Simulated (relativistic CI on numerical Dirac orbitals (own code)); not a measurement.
# Calculated levels, Rb³⁺

Method of calculation: Dirac-Coulomb-Breit CI, separate exchange-only KLI orbitals for each configuration, model QED, valence Slater integrals scaled by 0.85, P86 correlation estimate, and configurations built on the next ion tied to the tabulated ionisation energy (semi-empirical) (own radial code, finite nucleus).

Configuration list (outside the closed core [Ar] 3d10): 4s2.4p4, 4s2.4p3.4d, 4s2.4p3.5s, 4s2.4p3.5p, 4s2.4p3.5d, 4s2.4p3.6s, 4s2.4p3.4f, 4s2.4p3.5f, 4s.4p5, 4p6, 4s2.4p2.4d2, 4s.4p4.4d, 4s.4p4.4f, 4s2.4p2.4f2, 4p4.4d2, 4s2.4p3.6p, 4s2.4p3.6d, 4s2.4p3.5g, 4s2.4p3.6f, 4s.4p4.5s, 4s2.4p2.4d.4f, 4p5.4d, 4s.4p3.4d2, 4s.4p4.5p. Levels of other configurations are missing.

The lowest level is 4s2.4p4 3P_2, with 93 % of that term; Hund's rules for 4s2.4p4 give 3P with J = 2, in agreement.

| No. | Configuration | Term | J | E (cm⁻¹) | % | Next component (%) | Landé g | Lifetime (s) |
| --- | --- | --- | --- | --- | --- | --- | --- | --- |
| 1 | 4s2.4p4 | 3P | 2 | 0.0 | 93 | 5 1D | 1.475 |  |
| 2 | 4s2.4p4 | 3P | 1 | 6148.8 | 98 | 1 4s.4p4.4d 3P | 1.501 | 2.02e-01 |
| 3 | 4s2.4p4 | 3P | 0 | 6725.1 | 91 | 7 1S |  | 6.76e+01 |
| 4 | 4s2.4p4 | 1D | 2 | 17108.0 | 92 | 5 3P | 1.025 | 9.32e-02 |
| 5 | 4s2.4p4 | 1S | 0 | 36151.7 | 90 | 7 3P |  | 9.44e-03 |
| 6 | 4s.4p5‡ | 3P° | 2 | 136728.8 | 76 | 22 4s2.4p3.4d 3P° | 1.501 | 1.67e-09 |
| 7 | 4s.4p5‡ | 3P° | 1 | 141212.4 | 75 | 22 4s2.4p3.4d 3P° | 1.492 | 1.58e-09 |
| 8 | 4s.4p5‡ | 3P° | 0 | 144112.3 | 75 | 22 4s2.4p3.4d 3P° |  | 1.63e-09 |
| 9 | 4s2.4p3.4d | 5D° | 0 | 165110.2 | 96 | 2 3P° |  | 2.04e-08 |
| 10 | 4s2.4p3.4d | 5D° | 1 | 165158.5 | 96 | 1 4s.4p3.4d2 5D° | 1.494 | 1.92e-08 |
| 11 | 4s2.4p3.4d | 5D° | 2 | 165185.5 | 96 | 2 3D° | 1.491 | 2.57e-08 |
| 12 | 4s2.4p3.4d | 5D° | 3 | 165212.2 | 94 | 2 3D° | 1.491 | 5.11e-08 |
| 13 | 4s2.4p3.4d | 5D° | 4 | 165493.8 | 96 | 2 3F° | 1.494 |  |
| 14 | 4s2.4p3.4d | 1P° | 1 | 167529.4 | 53 | 43 4s.4p5 1P° | 1.009 | 1.25e-09 |
| 15 | 4s2.4p3.4d | 3D° | 2 | 175744.6 | 81 | 10 3F° | 1.115 | 6.76e-09 |
| 16 | 4s2.4p3.4d | 3D° | 3 | 177157.4 | 91 | 4 3F° | 1.323 | 1.17e-08 |
| 17 | 4s2.4p3.4d | 3D° | 1 | 177723.7 | 97 | 2 4s.4p3.4d2 3D° | 0.510 | 5.15e-09 |
| 18 | 4s2.4p3.4d | 3F° | 2 | 182337.9 | 85 | 12 3D° | 0.735 | 2.61e-08 |
| 19 | 4s2.4p3.4d | 1S° | 0 | 182581.2 | 95 | 3 3P° |  | 6.05e-08 |
| 20 | 4s2.4p3.4d | 3F° | 3 | 183835.2 | 89 | 5 3D° | 1.091 | 1.63e-08 |
| 21 | 4s2.4p3.4d | 3F° | 4 | 185712.6 | 91 | 5 3G° | 1.239 | 2.60e-01 |
| 22 | 4s2.4p3.4d | 3G° | 3 | 191063.4 | 88 | 7 3F° | 0.783 | 1.12e-08 |
| 23 | 4s2.4p3.4d | 3G° | 4 | 191625.9 | 81 | 15 3F° | 1.080 | 2.27e-01 |
| 24 | 4s2.4p3.4d | 3G° | 5 | 192850.3 | 98 | 1 4s.4p3.4d2 3G° | 1.200 |  |
| 25 | 4s2.4p3.4d | 1G° | 4 | 194855.2 | 87 | 7 3G° | 1.016 | 2.75e-01 |
| 26 | 4s2.4p3.4d | 1D° | 2 | 199584.8 | 82 | 6 3F° | 1.013 | 3.02e-09 |
| 27 | 4s2.4p3.4d | 3D° | 1 | 200466.1 | 95 | 1 4s.4p3.4d2 3D° | 0.510 | 6.84e-10 |
| 28 | 4s2.4p3.4d | 3P° | 0 | 203430.9 | 93 | 3 1S° |  | 1.72e-09 |
| 29 | 4s2.4p3.4d | 3D° | 2 | 204001.2 | 90 | 3 1D° | 1.168 | 7.29e-10 |
| 30 | 4s2.4p3.4d | 3P° | 1 | 204714.5 | 91 | 2 3S° | 1.501 | 1.28e-09 |
| 31 | 4s2.4p3.5s | 5S° | 2 | 205153.9 | 95 | 3 3P° | 1.976 | 5.98e-09 |
| 32 | 4s2.4p3.4d | 3F° | 3 | 207477.7 | 60 | 34 3D° | 1.162 | 7.43e-09 |
| 33 | 4s2.4p3.4d | 3D° | 3 | 207823.4 | 53 | 29 3F° | 1.206 | 4.11e-10 |
| 34 | 4s2.4p3.4d | 3F° | 2 | 208220.1 | 89 | 6 3P° | 0.732 | 1.92e-09 |
| 35 | 4s2.4p3.4d | 3F° | 4 | 208482.0 | 83 | 8 1G° | 1.222 | 1.03e-02 |
| 36 | 4s2.4p3.4d | 3P° | 2 | 210318.4 | 85 | 5 1D° | 1.429 | 3.49e-08 |
| 37 | 4s2.4p3.5s | 3S° | 1 | 212623.9 | 90 | 4 4s2.4p3.4d 3S° | 1.959 | 1.41e-10 |
| 38 | 4s2.4p3.4d | 1F° | 3 | 218793.5 | 84 | 9 3D° | 1.033 | 1.17e-09 |
| 39 | 4s2.4p3.4d | 3S° | 1 | 222223.4 | 79 | 9 3P° | 1.896 | 2.37e-11 |
| 40 | 4s2.4p3.4d | 3P° | 2 | 223296.6 | 61 | 16 4s.4p5 3P° | 1.448 | 1.86e-11 |
| 41 | 4s2.4p3.4d | 3D° | 3 | 223872.5 | 83 | 5 1F° | 1.313 | 2.04e-11 |
| 42 | 4s2.4p3.5s | 3D° | 1 | 226889.5 | 57 | 10 4s2.4p3.4d 3P° | 0.877 | 3.60e-11 |
| 43 | 4s2.4p3.5s | 3D° | 2 | 227597.5 | 75 | 7 4s2.4p3.4d 3P° | 1.215 | 6.50e-11 |
| 44 | 4s2.4p3.4d | 3P° | 1 | 227943.2 | 40 | 29 4s2.4p3.5s 3D° | 1.169 | 2.94e-11 |
| 45 | 4s2.4p3.4d | 3D° | 2 | 228707.4 | 70 | 7 1D° | 1.178 | 2.99e-11 |
| 46 | 4s2.4p3.5s | 3D° | 3 | 229556.6 | 94 | 5 4s2.4p3.4d 3D° | 1.333 | 1.28e-09 |
| 47 | 4s2.4p3.4d | 3P° | 0 | 230506.4 | 71 | 19 4s.4p5 3P° |  | 1.82e-11 |
| 48 | 4s2.4p3.4d | 3D° | 1 | 230535.0 | 71 | 9 1P° | 0.660 | 2.43e-11 |
| 49 | 4s2.4p3.5s | 1D° | 2 | 232535.1 | 84 | 9 3D° | 1.037 | 1.33e-10 |
| 50 | 4s2.4p3.4d | 1P° | 1 | 233519.0 | 34 | 33 4s.4p5 1P° | 0.982 | 1.95e-11 |
| 51 | 4s2.4p3.4d | 1D° | 2 | 237491.6 | 84 | 8 3D° | 1.018 | 2.44e-11 |
| 52 | 4s2.4p3.4d | 1F° | 3 | 240593.4 | 87 | 5 3D° | 1.017 | 1.93e-11 |
| 53 | 4s2.4p3.5s | 3P° | 0 | 243474.0 | 94 | 4 4s2.4p3.4d 3P° |  | 1.59e-08 |
| 54 | 4s2.4p3.5p | 5P | 1 | 243525.1 | 94 | 3 3P | 2.451 | 5.65e-10 |
| 55 | 4s2.4p3.5p | 5P | 2 | 243873.9 | 90 | 8 3P | 1.798 | 5.65e-10 |
| 56 | 4s2.4p3.5s | 3P° | 1 | 244112.4 | 84 | 9 1P° | 1.433 | 2.07e-09 |
| 57 | 4s2.4p3.5p | 5P | 3 | 245036.0 | 96 | 3 3D | 1.657 | 5.40e-10 |
| 58 | 4s2.4p3.5s | 3P° | 2 | 246958.3 | 81 | 7 1D° | 1.450 | 6.17e-10 |
| 59 | 4s2.4p3.5p | 3P | 1 | 249239.0 | 90 | 4 1P | 1.492 | 7.32e-10 |
| 60 | 4s2.4p3.5s | 1P° | 1 | 249400.6 | 69 | 12 4s2.4p3.4d 1P° | 1.015 | 8.30e-10 |
| 61 | 4s2.4p3.5p | 3P | 2 | 250116.0 | 90 | 7 5P | 1.510 | 7.53e-10 |
| 62 | 4s2.4p3.5p | 3P | 0 | 250339.6 | 99 | 1 1S |  | 7.50e-10 |
| 63 | 4s2.4p3.4d | 1P° | 1 | 255075.1 | 72 | 10 4s2.4p3.5s 1P° | 0.996 | 1.98e-11 |
| 64 | 4s2.4p3.5p | 1P | 1 | 260721.9 | 47 | 44 3D | 0.837 | 6.51e-10 |
| 65 | 4s2.4p3.5p | 3D | 2 | 263564.0 | 71 | 22 3F | 1.070 | 5.93e-10 |
| 66 | 4s2.4p3.5p | 3D | 3 | 265374.8 | 53 | 45 3F | 1.221 | 5.80e-10 |
| 67 | 4s2.4p3.5p | 3D | 1 | 265428.4 | 50 | 46 1P | 0.771 | 6.19e-10 |
| 68 | 4s2.4p3.5p | 3F | 2 | 265536.2 | 65 | 25 3D | 0.842 | 5.73e-10 |
| 69 | 4s2.4p3.5p | 3D | 3 | 267105.2 | 50 | 31 3F | 1.197 | 5.79e-10 |
| 70 | 4s2.4p3.5p | 1F | 3 | 268187.5 | 75 | 17 3F | 1.041 | 6.54e-10 |

Energies count from the lowest computed level; ° marks odd parity; lifetimes are radiative, by E1, M1, E2 decay to levels of this space only; some are left blank where a channel outside the calculation adds to the decay or the decay crosses a small, uncertain gap. ‡ marks configurations that were not tied to measured data.

The mean weight of the leading LS term, summed over parents, in these 70 levels is 81 %, and that of the leading jj configuration (from the same eigenvectors) 54 %, so LS coupling describes them better.

Configurations that consist of the next ion and one excited electron were tied to the tabulated ionisation energy; Rydberg ones are usually within 1,000 to 3,000 cm⁻¹ and the lowest ones within about 6,000 (9,000 in d shells), while levels on excited terms of the next ion carry the error of that term, and the other configurations can be misplaced by 10,000 cm⁻¹ or more. Rates follow the energies as ν³ (E1, M1) or ν⁵ (E2), so rates, branching and lifetimes can be off by large factors. The fine structure of a lone outer electron comes out too small, for d and f at times inverted, and misplaced configurations move strength between like terms. 59 of the 69 excited levels that our extract of the measured tables holds in this range could be paired (the sources list more); they are missed by 4002 cm⁻¹ on average and 7698 at most, and levels without a partner can miss by more.

Landé's interval rule says that E(J) − E(J−1) = AJ with one A. For the ground term the intervals give A = -576.3, -3074.4 cm⁻¹ for J = 1, 2; the multiplet is inverted.

LS names give the leading component of a level, which can be under half, so a name can repeat, a term be missing and a line seem to break the LS rules.
